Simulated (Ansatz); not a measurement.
Species: ReF2, net charge 0, sextet state. The spin state was set by rule; other spins were not relaxed. 
Coordinates optimised at B3LYP-D3(BJ)/def2-TZVP (Ansatz, an electronic-structure program):
```
Re
F 1 1.9296
F 1 1.9296 2 180.00
```
Charge 0, spin multiplicity 6.

Total electronic energies in hartree. Valence correlation only, unless marked. Open shells are spin-unrestricted. Spin-orbit coupling is left out. Frozen are the shells of the preceding noble gas and the d and f shells that filled before the atom's block. In def2 rows, elements after Kr have scalar-relativistic effective core potentials. CBS marks a two-point X^-3 extrapolation of the correlation energy; Hartree-Fock from the larger set. The bracket is a focal-point correction in the basis named.

```
level                                                                 program  energy (Eh)
-------------------------------------------------------------  --------------  -----------
HF/def2-TZVPP                                                          Ansatz   -276.60408
SVWN5/def2-TZVPD                                                       Ansatz   -276.67564
PBE-D4/def2-TZVPD                                              Ansatz + dftd4   -277.93338
BLYP-D3(BJ)/def2-TZVPD                                         Ansatz + dftd3   -278.05290
revPBE-D3(BJ)/def2-TZVPD                                       Ansatz + dftd3   -278.09204
B97M-V/def2-TZVPD                                                      Ansatz   -278.00429
BHLYP-D3(BJ)/def2-TZVPD                                        Ansatz + dftd3   -277.87611
r2SCANh/def2-TZVPD                                                     Ansatz   -278.01528
HSE06-D3(BJ)/def2-TZVPD                                        Ansatz + dftd3   -277.87437
B2PLYP-D4/def2-TZVPD                                           Ansatz + dftd4   -277.76758
RPA@PBE/def2-TZVPP                                                     Ansatz   -277.54168
RI-MP2/def2-QZVPPD                                                     Ansatz   -277.31774
CCSD(T)/def2-SVP                                                       Ansatz   -276.82389
RI-MP2/CBS(def2-TZVPP,def2-QZVPP)+[CCSD(T)-MP2]/def2-SVP               Ansatz    -277.3764
RI-MP2/CBS(def2-TZVPPD,def2-QZVPPD)+[CCSD(T)-MP2]/def2-TZVPPD          Ansatz    -277.3803
```

Totals of different functionals don't rank their quality; only differences between species are comparable.
